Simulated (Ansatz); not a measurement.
`O[Si@H](Cl)[Si@H](F)Cl` + H₂O → `O[Si@H](Cl)[Si@@H](O)F` + HCl  (formal hydrolysis of the Si–Cl bond)

Isolated molecules relaxed with PBE0-D4/def2-TZVP in Ansatz; ΔE leaves out vibrations. CBS: MP2 limit from def2 TZ/QZ plus the TZ coupled-cluster correction, frozen cores. This one scheme is used for every species. DFT in def2-TZVPP. Each species was taken in one conformer, which may not be the lowest.

```json
{"level": "r2SCAN0-D4", "ΔE (kcal/mol)": "-0.9"}
{"level": "CAM-B3LYP-D4", "ΔE (kcal/mol)": "-2.7"}
{"level": "revPBE", "ΔE (kcal/mol)": "0.0"}
{"level": "BHLYP", "ΔE (kcal/mol)": "-2.6"}
{"level": "RPA@PBE/def2-TZVPP", "ΔE (kcal/mol)": "-2.6"}
{"level": "HF/def2-SVP", "ΔE (kcal/mol)": "-1.9"}
{"level": "CCSD(T)/def2-SVP", "ΔE (kcal/mol)": "-2.1"}
{"level": "CCSD/def2-TZVPP", "ΔE (kcal/mol)": "-2.3"}
```

(1) What does CCSD(T)/CBS give? (Estimate.)

Largest T1 diagnostic among the species: 0.012.

Answers

(1) The calculation gave: -0.7 kcal/mol. The listed levels differ from it by -0.2, -2.0, 0.7, -1.9, -1.9, -1.2, -1.4, -1.6 kcal/mol.

The D4 term adds +0.9 kcal/mol with B3LYP and +0.5 kcal/mol with PBE0; it sums over pairs of atoms, weighted by their polarisabilities, and B3LYP, whose exchange is more repulsive, gets the larger term. In def2-TZVPP, CCSD(T) changes the Hartree–Fock value by +0.7 kcal/mol (the triples alone add +0.3 kcal/mol) and MP2 by +1.7 kcal/mol.

CCSD(T)/CBS has its own doubt, a few kJ/mol and more with outer-core shells, so smaller differences from it don't rank the levels.

B3LYP here is the variant with VWN-RPA as its local correlation; programs differ in this.
